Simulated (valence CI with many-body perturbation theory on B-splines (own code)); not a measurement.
# Nd XII: electric-dipole lines

Level of theory: valence CI with perturbative core correlation (CI+MBPT): three valence electrons over a frozen Dirac-Fock core [Kr] 4d10, a basis of 7 s, 7 p, 7 d, 7 f, 4 g, 2 h functions for each j, with the one-electron correlation potential Σ1, the two-electron term Σ2, the three-electron term Σ3, Breit, model QED; selected CI, second order for the rest, scaled by the run's own slope (own B-spline code, finite nucleus).

No measured spectrum was set against this ion. As an estimate, terms of the open shell hold to a few per cent of their energy, and close levels can change places; configurations with another count of f electrons can be misplaced by thousands of cm⁻¹.

Lines 101 to 150 of 587 in falling wavelength, among levels below 55.041 eV, chosen from the strongest by gf and those to the six lowest levels. Wavelengths and rates use the calculated energies, so an error of 3000 cm⁻¹ moves a line at 58.84 nm by 1.8 % and its rate by three times that or more. Electric multipoles are in the length gauge, E1 and E2 with the static RPA response of the core. Weak lines are less certain than strong ones. Lines between different terms over intervals too small for the method are left out, as are lines whose strength nearly cancels. Where a level lies close to another of its J and parity, the split of strength between their lines is uncertain.

Names give the largest LS component (configuration and term), which can be under half, so a name can repeat, a term be missing and a line seem to break the LS rules; names also repeat where a configuration has a term twice. Letters in brackets count levels of one name in rising energy.

```csv
λ vac (nm),Upper,Lower,A (s⁻¹),S (a.u.) with core polarisation,S without
58.84,4f²5p ²I°_13/2 [a],4f²5s ²I_11/2,1.33e+09,1.87e+00,2.44e+00
58.82,4f²5p ²I°_13/2 [a],4f²5s ²I_13/2,2.56e+09,3.60e+00,4.69e+00
58.75,4f²5p ⁴D°_1/2 [a],4f²5s ⁴P_1/2,2.41e+09,4.83e-01,6.30e-01
58.75,4f²5p ⁴I°_11/2,4f²5s ⁴H_13/2,1.60e+08,1.92e-01,2.50e-01
58.61,4f²5p ⁴I°_9/2,4f²5s ⁴H_7/2,1.44e+09,1.44e+00,1.87e+00
58.49,4f5s5p ²G_7/2 [a],4f5s² ²F°_5/2,6.00e+07,4.74e-02,6.26e-02
58.46,4f²5p ⁴D°_7/2 [a],4f²5s ²G_7/2,2.62e+08,2.07e-01,2.70e-01
58.38,4f²5p ⁴D°_3/2 [a],4f²5s ⁴P_3/2,1.02e+09,4.00e-01,5.21e-01
58.36,4f²5p ²F°_7/2 [a],4f²5s ²G_9/2,2.53e+09,1.98e+00,2.59e+00
58.35,4f²5p ⁴G°_7/2 [a],4f²5s ⁴F_9/2,6.75e+08,5.30e-01,6.91e-01
58.27,4f²5p ⁴D°_3/2 [a],4f5s5p ⁴F_3/2,4.56e+08,1.78e-01,2.33e-01
58.26,4f²5p ⁴G°_5/2 [a],4f²5s ⁴F_5/2,7.83e+08,4.59e-01,5.98e-01
58.24,4f²5p ⁴G°_9/2 [a],4f²5s ²H_9/2,2.49e+08,2.43e-01,3.17e-01
58.23,4f³ ⁴F°_9/2,4f²5s ⁴H_9/2,2.60e+07,2.53e-02,3.30e-02
58.17,4f³ ²F°_5/2 [b],4f²5s ⁴P_5/2,5.26e+08,3.06e-01,3.99e-01
58.09,4f³ ²H°_11/2 [a],4f²5s ⁴H_9/2,6.09e+07,7.07e-02,9.21e-02
58.07,4f²5p ⁴G°_7/2 [a],4f²5s ⁴F_7/2,1.07e+09,8.24e-01,1.07e+00
58.03,4f²5p ²D°_3/2 [a],4f²5s ⁴F_5/2,1.11e+09,4.28e-01,5.59e-01
57.96,4f²5p ⁴D°_3/2 [a],4f²5s ⁴P_1/2,4.42e+08,1.70e-01,2.22e-01
57.92,4f²5p ⁴G°_5/2 [a],4f²5s ⁴F_3/2,1.57e+09,9.03e-01,1.18e+00
57.89,4f²5p ⁴I°_11/2,4f²5s ⁴H_11/2,1.95e+09,2.24e+00,2.91e+00
57.81,4f²5p ²F°_7/2 [a],4f²5s ²G_7/2,7.58e+08,5.78e-01,7.54e-01
57.78,4f²5p ⁴S°_3/2,4f²5s ⁴P_5/2,3.02e+09,1.15e+00,1.50e+00
57.76,4f²5p ⁴H°_9/2 [a],4f²5s ⁴H_11/2,1.83e+09,1.74e+00,2.27e+00
57.70,4f²5p ²D°_3/2 [a],4f²5s ⁴F_3/2,3.95e+08,1.50e-01,1.96e-01
57.69,4f³ ⁴F°_9/2,4f²5s ⁴H_7/2,2.54e+07,2.41e-02,3.13e-02
57.69,4f²5p ²D°_5/2 [a],4f²5s ⁴F_7/2,2.02e+09,1.15e+00,1.50e+00
57.62,4f²5p ⁴G°_7/2 [a],4f²5s ⁴F_5/2,7.57e+08,5.72e-01,7.45e-01
57.62,4f³ ²F°_5/2 [b],4f²5s ⁴P_3/2,3.16e+08,1.79e-01,2.34e-01
57.59,4f²5p ²H°_9/2 [c],4f5s5p ²G_9/2 [a],1.88e+08,1.77e-01,2.32e-01
57.58,4f²5p ⁴H°_7/2,4f²5s ⁴H_9/2,1.49e+09,1.12e+00,1.46e+00
57.51,4f²5p ⁴G°_9/2 [a],4f²5s ⁴F_9/2,1.10e+09,1.03e+00,1.34e+00
57.39,4f²5p ²H°_9/2 [a],4f²5s ²G_9/2,1.29e+09,1.21e+00,1.57e+00
57.35,4f²5p ⁴G°_11/2 [a],4f²5s ⁴H_13/2,2.10e+09,2.35e+00,3.07e+00
57.32,4f³ ²P°_3/2 [a],4f²5s ⁴F_5/2,6.08e+08,2.26e-01,2.95e-01
57.23,4f²5p ⁴G°_9/2 [a],4f²5s ⁴F_7/2,6.53e+08,6.04e-01,7.87e-01
57.17,4f²5p ⁴I°_11/2,4f²5s ⁴H_9/2,1.16e+09,1.28e+00,1.66e+00
57.12,4f³ ²G°_7/2 [a],4f²5s ⁴H_9/2,2.68e+07,1.97e-02,2.58e-02
57.05,4f²5p ⁴H°_7/2,4f²5s ⁴H_7/2,1.80e+09,1.32e+00,1.72e+00
57.04,4f²5p ⁴H°_9/2 [a],4f²5s ⁴H_9/2,8.58e+08,7.86e-01,1.02e+00
56.88,4f²5p ⁴D°_3/2 [a],4f²5s ²D_5/2,4.39e+08,1.59e-01,2.08e-01
56.87,4f²5p ⁴H°_13/2,4f²5s ⁴H_13/2,2.58e+09,3.28e+00,4.28e+00
56.86,4f²5p ²H°_9/2 [a],4f²5s ²G_7/2,1.20e+09,1.08e+00,1.41e+00
56.84,4f²5p ²F°_7/2 [a],4f²5s ²H_9/2,2.42e+08,1.76e-01,2.29e-01
56.76,4f²5p ⁴D°_7/2 [a],4f²5s ⁴F_9/2,2.46e+09,1.77e+00,2.32e+00
56.60,4f³ ²G°_7/2 [a],4f²5s ⁴H_7/2,7.78e+07,5.57e-02,7.25e-02
56.52,4f²5p ⁴H°_9/2 [a],4f²5s ⁴H_7/2,4.58e+06,4.09e-03,5.35e-03
56.48,4f³ ⁴G°_5/2,4f²5s ⁴H_7/2,6.18e+07,3.30e-02,4.29e-02
56.42,4f³ ⁴G°_11/2,4f²5s ⁴H_13/2,2.58e+08,2.74e-01,3.59e-01
56.16,4f³ ²G°_9/2 [a],4f²5s ⁴H_9/2,6.52e+06,5.70e-03,7.41e-03
```
